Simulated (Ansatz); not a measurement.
Consider the ligand exchange at the Sn–C bond: `Cl[CH2][SnH3]` + H₂Se → `[SeH][SnH3]` + `CCl`.

Program: Ansatz. Geometries: PBE0-D4/def2-TZVP. ΔE: electronic, gas phase. CBS: MP2 limit from def2 TZ/QZ plus the TZ coupled-cluster correction, frozen cores. This one scheme is used for every species. Functionals use def2-TZVPP. B3LYP here is the variant with VWN-RPA as its local correlation; programs differ in this. Elements past krypton have def2 core potentials. For Se, Sn outer-core shells are correlated without core-valence functions, which leaves a few kJ/mol of doubt a bond. Scalar relativity is left out up to krypton.

Question: Is it downhill or uphill in electronic energy at CCSD(T)/CBS, and by how much? (An estimate is asked.)

Answer: The calculation gave: Downhill: ΔE = -104.5 kJ/mol.

Question: What do these levels give: BLYP-D4, B97M-V, PBE0-D4, B3LYP-D4, B3LYP, r2SCANh, MP2/def2-TZVPP, SCS-MP2/def2-TZVPP, MP2/def2-QZVPP, HF/CBS(def2), MP2/CBS(def2), CCSD/CBS(def2)? (An estimate is asked.)

Answer: The calculation gave: BLYP-D4 -102.6, B97M-V -103.7, PBE0-D4 -108.0, B3LYP-D4 -106.5, B3LYP -109.2, r2SCANh -109.1, MP2/def2-TZVPP -100.5, SCS-MP2/def2-TZVPP -100.8, MP2/def2-QZVPP -104.5, HF/CBS(def2) -120.4, MP2/CBS(def2) -107.3, CCSD/CBS(def2) -106.6 kJ/mol.

Question: What do rigid-rotor, harmonic-oscillator terms from PBE0-D4/def2-TZVP frequencies (298.15 K, 1 bar) make of the CCSD(T)/CBS value? (Best estimate.)

Answer: Ansatz gave: ΔZPE = +11.1 kJ/mol, ΔH = -94.5 kJ/mol, ΔS = 3 J/(mol·K), ΔG = -95.3 kJ/mol.

Largest T1 diagnostic among the species: 0.012.

From BLYP to BHLYP (50 % exact exchange), in def2-TZVPP and without D4, ΔE moves by −6.9 kJ/mol. At CCSD(T), def2-SVP lies +3.2 kJ/mol from the extrapolated value and def2-TZVPP +6.8 kJ/mol.
